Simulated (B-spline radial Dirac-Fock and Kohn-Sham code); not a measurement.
## L3 edges in EELS at 200 kV and 20 mrad, Ba to Au

The computed values come from a radial B-spline solver: the first Born approximation with generalised oscillator strengths from a Dirac-Hartree-Slater potential (longitudinal and transverse terms; continuum final states only, so no white lines or fine structure). Partial cross sections in barn for windows above the edge. Edges are tabulated values, any marked * orbital energies of the model.

| Z | element | edge (eV) | Δ = 50 eV | Δ = 100 eV | Δ = 200 eV |
| --- | --- | --- | --- | --- | --- |
| 56 | Ba | 5247.0 | 4.39 | 8.63 | 16.6 |
| 57 | La | 5483.0 | 3.74 | 7.38 | 14.3 |
| 58 | Ce | 5723.0 | 3.23 | 6.38 | 12.3 |
| 63 | Eu | 6977.0 | 1.66 | 3.24 | 6.26 |
| 64 | Gd | 7243.0 | 1.42 | 2.80 | 5.43 |
| 65 | Tb | 7514.0 | 1.28 | 2.49 | 4.81 |
| 66 | Dy | 7790.0 | 1.13 | 2.19 | 4.22 |
| 67 | Ho | 8071.0 | 0.996 | 1.93 | 3.72 |
| 69 | Tm | 8648.0 | 0.781 | 1.50 | 2.89 |
| 70 | Yb | 8944.0 | 0.694 | 1.33 | 2.56 |
| 72 | Hf | 9561.0 | 0.512 | 1.01 | 1.96 |
| 73 | Ta | 9881.0 | 0.445 | 0.881 | 1.72 |
| 76 | Os | 10871.0 | 0.296 | 0.597 | 1.18 |
| 77 | Ir | 11215.0 | 0.259 | 0.526 | 1.04 |
| 79 | Au | 11919.0 | 0.200 | 0.411 | 0.819 |
